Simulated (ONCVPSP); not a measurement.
**Which change was made? (B, ONCV)**

| Item | Value |
| --- | --- |
| Element | B (Z = 5) |
| Generator | ONCVPSP 4.0.1 |
| Type | optimised norm-conserving Vanderbilt (ONCV) |
| Functional | PBEsol |
| Relativity | scalar-relativistic |
| Frozen core | [He] |
| Valence charge | 3 |
| Reference configuration | 2s1 2p2 |
| Partial waves | 2s: rc 1.70 bohr, ncon 4, nbas 8, qcut 4.8 1/bohr, 1 projector; 2p: rc 2.80 bohr, ncon 4, nbas 8, qcut 4.7 1/bohr, 2 projectors, debl 1.9 Ha; d scattering state at 0.19 Ha: rc 2.30 bohr, ncon 4, nbas 7, qcut 4.4 1/bohr, 1 projector |
| Local potential | polynomial inside 1.25 bohr (lpopt 5, dvloc0 0 Ha) |
| Core correction | none |

Cutoffs, loose and tight: the cutoffs (Ha) at which the residual kinetic energy of the hardest occupied pseudo-wave falls to 1 and 0.1 mHa per electron. They do not see the model core or the augmentation charge, which bear on the density cutoff. Test errors are all-electron minus pseudo excitation energies from the reference, over the configurations 2s2 2p1; 2s2 2p0; 2s1 2p0; 2s2 2p0.5; variants that change the core or the reference have their own tests.

The base gives: outcome: generated; cutoff, loose: 8.7 Ha; cutoff, tight: 12 Ha; bound ghosts: none; GHOST(+) flags above zero: none; largest test error (meV): +400.

**Question.** After one change the result is: outcome: generated; cutoff, loose: 7.9 Ha; cutoff, tight: 50 Ha; bound ghosts: none; GHOST(+) flags above zero: none; largest test error (meV): +542. Which change was it?
A. s: qcut 6.1; p: qcut 5.9; d: qcut 5.6
B. s: qcut 3.9; p: qcut 3.8; d: qcut 3.6
C. s: qcut 3.3; p: qcut 3.3; d: qcut 3.1

**Answer.** B. The others give: s: qcut 6.1; p: qcut 5.9; d: qcut 5.6 → outcome: generated; cutoff, loose: 11 Ha; cutoff, tight: 14 Ha; bound ghosts: none; GHOST(+) flags above zero: none; largest test error (meV): +286 | s: qcut 3.3; p: qcut 3.3; d: qcut 3.1 → outcome: generated; cutoff, loose: 15 Ha; cutoff, tight: 55 Ha; bound ghosts: none; GHOST(+) flags above zero: none; largest test error (meV): +667.
